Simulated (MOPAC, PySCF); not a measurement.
CH$_{3}$NS, SMILES `N[C]S` (lower singlet; N–C–S–H torsion 0°), neutral singlet in the gas phase. This singlet lies 1.85 eV below the relaxed triplet at the level frozen-core CCSD(T)/cc-pVTZ // PBE0-D3(BJ)/def2-TZVP (Ansatz).

Cartesian coordinates (Å):
SMILES: N[C]S
```xyz
6

N     -0.8376     0.0078     0.4387
C      0.0155    -0.9781     0.3223
S      1.6093    -0.5985    -0.0739
H     -1.7958    -0.1957     0.6749
H     -0.6123     0.9937     0.3067
H      1.6209     0.7708    -0.1917
```
Charge 0, multiplicity 1.

All levels are single points at this geometry (PBE0-D3(BJ)/def2-TZVP); Pople sets use spherical d functions. Orbital energies aren't observables, and empty levels follow the basis.

AM1 in MOPAC gives gap (eV) = 9.89.

Q: Estimate the gap (eV) from each of these levels: PBE-D3(BJ)/def2-TZVP in PySCF; PBE0-D3(BJ)/def2-TZVP in PySCF; B3LYP/3-21G in PySCF; BP86/6-31G* in PySCF; M06-2X/6-31G* in PySCF; PBE/6-31G* in PySCF; SVWN5/6-31G* in PySCF; HF/3-21G in PySCF; HF/6-31G* in PySCF; HF/STO-3G in PySCF; PM3 in MOPAC; PM6 in MOPAC.

A: 
```tsv
level	gap (eV)
PBE-D3(BJ)/def2-TZVP in PySCF	3.67
PBE0-D3(BJ)/def2-TZVP in PySCF	6.05
B3LYP/3-21G in PySCF	5.66
BP86/6-31G* in PySCF	3.74
M06-2X/6-31G* in PySCF	8.47
PBE/6-31G* in PySCF	3.71
SVWN5/6-31G* in PySCF	3.55
HF/3-21G in PySCF	14.08
HF/6-31G* in PySCF	14.07
HF/STO-3G in PySCF	15.99
PM3 in MOPAC	9.67
PM6 in MOPAC	10.20
```
